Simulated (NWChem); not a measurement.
Molecule: BNH₂F₂; SMILES NB(F)F

```xyz
6

B     -0.0006    -0.0412     0.0000
F      1.1322    -0.7497     0.0000
F     -1.1569    -0.7105     0.0000
N      0.0236     1.3587     0.0000
H     -0.8169     1.9161     0.0000
H      0.8834     1.8860     0.0000
```
Atoms are numbered in this order, from 1.

All runs: NWChem. Coordinates come from a B3LYP/6-31G* (spherical d) optimisation. Atomic charges in e: unrestrained fits to the electrostatic potential beside Mulliken populations; buried atoms are poorly determined by the fit.

Q: What does the run give for B3LYP/def2-SVP? Quantities: ESP B1; Mulliken B1; ESP F2; Mulliken F2; ESP F3; Mulliken F3; ESP N4; Mulliken N4; relative RMS misfit of the potential (%).

A: The ESP B1 comes out as 0.83 and the Mulliken B1 comes out as 0.14. The ESP F2 comes out as -0.33. The Mulliken F2 is -0.14, the ESP F3 is -0.33 and the Mulliken F3 is -0.14. The ESP N4 is -0.91 and the Mulliken N4 is -0.12. The relative RMS misfit of the potential (%) is 16.
